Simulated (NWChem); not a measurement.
System: Si₂NH₆OF; SMILES N[Si@@](F)([SiH3])O

```xyz
11

N     -1.5185    -0.9720    -0.6179
Si    -0.0074    -0.4325    -0.0152
O      0.1838    -1.2207     1.4496
F      1.3060    -0.8463    -0.9320
Si     0.0095     1.9088     0.0875
H     -1.8087    -1.9467    -0.5084
H     -1.9630    -0.5222    -1.4193
H      1.1119    -1.3276     1.7214
H     -0.3571     2.4891    -1.2546
H     -0.9830     2.4058     1.1034
H      1.3755     2.4197     0.4609
```
Atoms are numbered in this order, from 1.

All runs: NWChem. The geometry was optimised at PBE-D3(BJ)/def2-SVP. Level PBE/def2-SVP: energy and gradient on several grids; changes count from the extra-fine grid, which is no exact limit either.

```json
[
 {"grid": "xcoarse", "size of the energy change (μHa)": "8000", "largest change of a gradient component (μHa/bohr)": "6000", "time, medium = 1 (rough)": "about 1"},
 {"grid": "coarse", "size of the energy change (μHa)": "70", "largest change of a gradient component (μHa/bohr)": "200", "time, medium = 1 (rough)": "about 1"},
 {"grid": "medium", "size of the energy change (μHa)": "< 10", "largest change of a gradient component (μHa/bohr)": "70", "time, medium = 1 (rough)": "about 1"},
 {"grid": "fine", "size of the energy change (μHa)": "< 10", "largest change of a gradient component (μHa/bohr)": "< 30", "time, medium = 1 (rough)": "about 1"},
 {"grid": "xfine", "size of the energy change (μHa)": "< 10", "largest change of a gradient component (μHa/bohr)": "< 30", "time, medium = 1 (rough)": "2"}
]
```
